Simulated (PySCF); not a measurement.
**Dipole response of Te (tellurium, neutral)**

[Kr] 4d10 5s2 5p4, high-spin 3P determinant. All numbers are calculated (PySCF 2.14, the spin-free X2C one-electron Hamiltonian (Gaussian nucleus), in x2c-TZVPPall with one added diffuse shell each of s, p, d, f type (9s7p5d3f, 76 functions)). Coupled (time-dependent) response in atomic units; α is the mean over directions.

```tsv
method	mean α (bohr³)	α xx, yy, zz	C₆ (like pair)	S(−4)
LC-wPBE	37.15	35.15, 41.16, 35.15	404.5	316.2
```

S(−4) is the Cauchy moment in α(ω) = α(0) + S(−4) ω² + …

Reference α: 38 ± 4 bohr³ (recommended; Schwerdtfeger and Nagle, table of static dipole polarizabilities (2023 update)). Published C₆: 445.0 (Chu and Dalgarno (2004); Tang, Norbeck and Certain (1976)).

Spin-orbit coupling is absent.

α(iu) at LC-wPBE:

```csv
u (hartree),α(iu) (bohr³)
0,37.15
0.0500,36.38
0.100,34.30
0.200,28.27
0.300,22.36
0.500,14.15
0.750,8.774
1.00,5.999
1.50,3.432
2.00,2.306
3.00,1.315
5.00,0.6243
```

The components differ because the open shell of this determinant is not spherical; for a pure term their mean is the scalar polarisability.
